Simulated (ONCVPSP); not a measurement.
## What the settings do to the ONCV potential of Ru (Z = 44)

Base potential:

- Element: ruthenium (Ru)
- Generator: ONCVPSP 4.0.1
- Type: optimised norm-conserving Vanderbilt (ONCV)
- Functional: PBE
- Relativity: scalar-relativistic
- Frozen core: [Ar] 3d10
- Valence charge: 16
- Reference configuration: 4s2 4p6 4d7 5s1
- Partial waves: 4s+5s: rc 1.40 bohr, ncon 3, nbas 6, qcut 7.7 1/bohr, 2 projectors; 4p: rc 1.90 bohr, ncon 4, nbas 7, qcut 5.6 1/bohr, 2 projectors, debl 1.1 Ha; 4d: rc 2.05 bohr, ncon 4, nbas 9, qcut 7.7 1/bohr, 2 projectors, debl 3.8 Ha
- Local potential: polynomial inside 1.35 bohr (lpopt 2, dvloc0 0 Ha)
- Core correction: Teter function, fcfact 3.75, rcfact 1.7

In the p channel the program set the typed energies aside and used -1.706, 0.250 Ha.

All-electron outer shells of the reference configuration (PBE, scalar-relativistic, ld1.x):

```tsv
shell	level (eV)	outermost node (bohr)	outermost maximum (bohr)
3d	-273.12	–	0.30
4s	-76.37	0.48	0.92
4p	-46.42	0.49	0.98
4d	-5.20	0.48	1.21
5s	-4.24	1.24	2.73
```

Cutoffs, loose and tight: the cutoffs (Ha) at which the residual kinetic energy of the hardest occupied pseudo-wave falls to 1 and 0.1 mHa per electron. They do not see the model core or the augmentation charge, which bear on the density cutoff. Test errors are all-electron minus pseudo excitation energies from the reference, over the configurations 4s2 4p6 4d7 5s0; 4s2 4p6 4d6 5s0; 4s2 4p6 4d5 5s0; 4s2 4p6 4d6 5s1. A dash means not determined; rows that change the core or the reference have their own tests.

| change | outcome | cutoff, loose | cutoff, tight | bound ghosts | GHOST(+) flags above zero | largest test error (meV) |
| --- | --- | --- | --- | --- | --- | --- |
| base | generated, projector energies reset by the program | 24 Ha | 27 Ha | none | none | +6.6 |
| core correction Teter function, fcfact 3.75, rcfact 0.96 | generated, projector energies reset by the program | 24 Ha | 27 Ha | none | none | +9.6 |
| core correction Teter function, fcfact 3.75, rcfact 1.04 | generated, projector energies reset by the program | 24 Ha | 27 Ha | none | none | +9.7 |
| core correction Teter function, fcfact 3.75, rcfact 1.2 | generated, projector energies reset by the program | 24 Ha | 27 Ha | none | none | +10 |
| core correction Teter function, fcfact 3.75, rcfact 1.3 | generated, projector energies reset by the program | 24 Ha | 27 Ha | none | none | +11 |
| core correction Teter function, fcfact 3.75, rcfact 1.42 | generated, projector energies reset by the program | 24 Ha | 27 Ha | none | none | +11 |
| core correction Teter function, fcfact 3.75, rcfact 1.54 | generated, projector energies reset by the program | 24 Ha | 27 Ha | none | none | +11 |
| core correction Teter function, fcfact 3.75, rcfact 1.82 | generated, projector energies reset by the program | 24 Ha | 27 Ha | none | none | -4.0 |
| core correction Teter function, fcfact 3.75, rcfact 1.9 | generated, projector energies reset by the program | 24 Ha | 27 Ha | none | none | -13 |

(1) What comes out with this change to the base: core correction Teter function, fcfact 3.75, rcfact 2.04?

Answers

(1) outcome: generated, projector energies reset by the program; cutoff, loose: 24 Ha; cutoff, tight: 27 Ha; bound ghosts: none; GHOST(+) flags above zero: none; largest test error (meV): -46.

Reading the sweep of the rcfact (base included, trends over the rows without a ghost): The loose cutoff stays near 24 Ha. The median size of the test errors (rows with all tests solved) rises from 1.7 meV at 0.96 to 8.7 meV at 2.04.
